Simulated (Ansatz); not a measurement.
`C[SiH](F)Br` + H₂O → `C[SiH](O)F` + HBr at 700 K and 1 bar (formal hydrolysis of the Si–Br bond).

Calculated with Ansatz (gas phase, PBE0-D4/def2-TZVP geometries, no zero-point term in ΔE). CBS: MP2 limit from def2 TZ/QZ plus the TZ coupled-cluster correction, frozen cores. This one scheme is used for every species. For Br outer-core shells are correlated without core-valence functions, which leaves a few kJ/mol of doubt a bond. Scalar relativity is left out up to krypton. One conformer a species, not always the lowest.

```
      species  CCSD(T)/CBS energy (Eh)  H − E (kJ/mol)  S (J/(mol·K))
`C[SiH](F)Br`              -3002.78099           193.6          422.9
          H₂O                -76.37941            80.5          218.4
 `C[SiH](O)F`               -505.24344           231.7          415.6
          HBr              -2573.91920            36.5          223.7
```

H − E and S are ideal-gas, rigid-rotor, harmonic terms from PBE0-D4/def2-TZVP, for one conformer and one mirror image of each species. 1 Eh = 2625.50 kJ/mol, R = 8.31446 J/(mol·K).

Question: By hand: ΔE, ΔH, ΔS and ΔG.

Answer: ΔE = (-505.24344) + (-2573.91920) − (-3002.78099) − (-76.37941) = -0.00224 Eh = -5.9 kJ/mol. Δ(H − E) = 231.7 + 36.5 − 193.6 − 80.5 = -5.9, so ΔH = -11.8 kJ/mol. ΔS = 415.6 + 223.7 − 422.9 − 218.4 = -2.0 J/(mol·K). ΔG = -11.8 − 700 × (-2.0)/1000 = -10.4 kJ/mol.

Question: By hand: the equilibrium constant, and the temperature at which ΔG would vanish if ΔH and ΔS stayed fixed.

Answer: log₁₀ K = −ΔG/(RT ln 10) = 0.8. ΔG = 0 at ΔH/ΔS = 5900 K, far beyond where these terms or the molecules hold.

The number of gas molecules stays the same, so ΔS is small and ΔH decides. A doubt of 5 kJ/mol in ΔE shifts log₁₀ K by 0.4 here. Other conformers and mirror images would add mixing entropy, several J/(mol·K) or more a flexible species. These are equilibria of isolated gas molecules and say nothing of rates. Largest T1 diagnostic: 0.011 (customary marks: 0.02 for closed shells, 0.045 for open ones).
